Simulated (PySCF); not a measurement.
## Assigning NMR signals

Geometry (Å), atoms numbered from 1 in this order:
```xyz
18

N    -2.797   -0.469    1.428
C    -2.050    0.482    1.090
C    -0.890    0.242    0.200
N    -0.172    1.176   -0.260
C    -0.611   -1.179   -0.156
C     0.614   -1.361   -1.034
S     2.171   -1.102   -0.113
Si    2.541    1.002   -0.336
H    -3.579   -0.233    2.034
H    -2.180    1.533    1.393
H    -0.439    2.117    0.026
H    -1.501   -1.572   -0.657
H    -0.499   -1.749    0.770
H     0.665   -2.386   -1.397
H     0.597   -0.674   -1.877
H     4.003    1.029   -0.286
H     2.075    1.406   -1.649
H     2.042    1.746    0.813
```

[PySCF: PBE0/pcSseg-1 with gauge-including orbitals; geometry from GFN2-xTB; one averaged value for each set of equivalent atoms; non-relativistic Hamiltonian; no solvent model; one computed conformer]

Shifts are taken against calculated references (same method and geometry level): TMS for 13C, 1H.

(1) Assign these signals to the numbered atoms. 13C{1H} NMR (computed): δ 183.9 (C), 172.1 (CH), 41.2 (CH2), 31.7 (CH2).

(2) Assign these signals to the numbered atoms. 1H NMR (400 MHz, computed): δ 12.43 (br s, 1H), 10.89 (br s, 1H), 8.11 (s, 1H), 4.82 (s, 3H), 3.13 (m, 2H), 2.98 (m, 2H).

Results:

(1) 
183.9 → C3, carbon bonded to 2 C, N
172.1 → C2, carbon bonded to C, N, H
41.2 → C5, carbon bonded to 2 C, 2 H
31.7 → C6, carbon bonded to C, S, 2 H

(2) 
| δ (ppm) | atoms | environment | reason |
| --- | --- | --- | --- |
| 12.43 | H9 | hydrogen on a nitrogen bonded to C | – |
| 10.89 | H11 | hydrogen on a nitrogen bonded to C | – |
| 8.11 | H10 | hydrogen on a carbon bonded to C, N | – |
| 4.82 | H16/H17/H18 | hydrogen on a silicon bonded to S | – |
| 3.13 | H12/H13 | hydrogen on a carbon bonded to 2 C | – |
| 2.98 | H14/H15 | hydrogen on a carbon bonded to C, S | – |

OH and NH positions are those of a molecule without intermolecular hydrogen bonds; in solution they move with solvent, concentration and temperature, and exchange usually removes their couplings. Shifts are as computed. Against solution values, carbons near 30 ppm lie about +3 ppm off and those near 130 ppm about +5 ppm. Of 1211 compounds with measured shifts, 218 miss one by over three times the rms of a fit or turn the order of signals round; such compounds aren't used in these exercises. Multiplicities follow the n + 1 count of equivalent neighbours, as no J values were calculated; m marks all less simple cases, F and P coupling included.
